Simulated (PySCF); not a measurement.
## Spin–spin coupling constants

Molfile (atoms numbered from 1):
```
C3H5FSe
     RDKit          3D

 10  9  0  0  0  0  0  0  0  0999 V2000
   -2.0336   -0.1832   -0.0107 C   0  0  0  0  0  0  0  0  0  0  0  0
   -0.5207    0.9191   -0.5233 Se  0  0  0  0  0  2  0  0  0  0  0  0
    0.8269   -0.2353    0.1188 C   0  0  0  0  0  0  0  0  0  0  0  0
    2.1283    0.0106   -0.0159 C   0  0  0  0  0  0  0  0  0  0  0  0
    2.5780    1.1028   -0.6328 F   0  0  0  0  0  0  0  0  0  0  0  0
   -2.0031   -1.1518   -0.5271 H   0  0  0  0  0  0  0  0  0  0  0  0
   -2.9348    0.3611   -0.3237 H   0  0  0  0  0  0  0  0  0  0  0  0
   -2.0622   -0.3262    1.0777 H   0  0  0  0  0  0  0  0  0  0  0  0
    0.5130   -1.1474    0.6313 H   0  0  0  0  0  0  0  0  0  0  0  0
    2.9255   -0.6400    0.3537 H   0  0  0  0  0  0  0  0  0  0  0  0
  1  2  1  0
  2  3  1  0
  3  4  2  0
  4  5  1  0
  1  6  1  0
  1  7  1  0
  1  8  1  0
  3  9  1  0
  4 10  1  0
M  END
```

Method: B3LYP/pcJ-1 (pcSseg-1 on Se) (spin–dipole term only in couplings to heteroatoms)//PBE0-D3(BJ)/def2-SVP, PySCF 2.14; isolated molecule, single conformer, non-relativistic. Couplings are averaged over pairs made equivalent by symmetry, fast rotation or ring inversion, so a value needn't be that of the named pair in this geometry, while other rotamers aren't included; one pair stands for each set, and the list holds those of at least 1.5 Hz over up to four bonds. One-bond C–F couplings come out tens of Hz too large with common functionals.

Isotopes: 13C, 19F, 1H.

| pair | bonds | J (Hz) |
| --- | --- | --- |
| C1, H6 | 1 | 148.8 |
| C3, C4 | 1 | 95.3 |
| C3, H9 | 1 | 184.5 |
| C4, F5 | 1 | -330.3 |
| C4, H10 | 1 | ? |
| C3, F5 | 2 | 15.2 |
| C3, H10 | 2 | ? |
| C4, H9 | 2 | ? |
| F5, H10 | 2 | 90.0 |
| H6, H7 | 2 | ? |
| C1, C4 | 3 | 3.2 |
| C1, H9 | 3 | 6.4 |
| C3, H6 | 3 | ? |
| F5, H9 | 3 | 41.0 |
| H9, H10 | 3 | 5.6 |

Q: Estimate the withheld couplings, with signs.

A: 
- 1J(C4,H10) = 211.7 Hz (bond length 1.093 Å, sp2 carbon)
- 2J(C3,H10) = 19.7 Hz (angle at C4 125°)
- 2J(C4,H9) = 10.1 Hz (angle at C3 119°)
- 2J(H6,H7) = -11.5 Hz (mean over equivalent pairs that range from -13.3 to -7.8 Hz in this conformer)
- 3J(C3,H6) = 5.5 Hz (mean over equivalent pairs that range from 2.3 to 11.7 Hz in this conformer)

Relativistic effects of the heavier atoms present are left out.
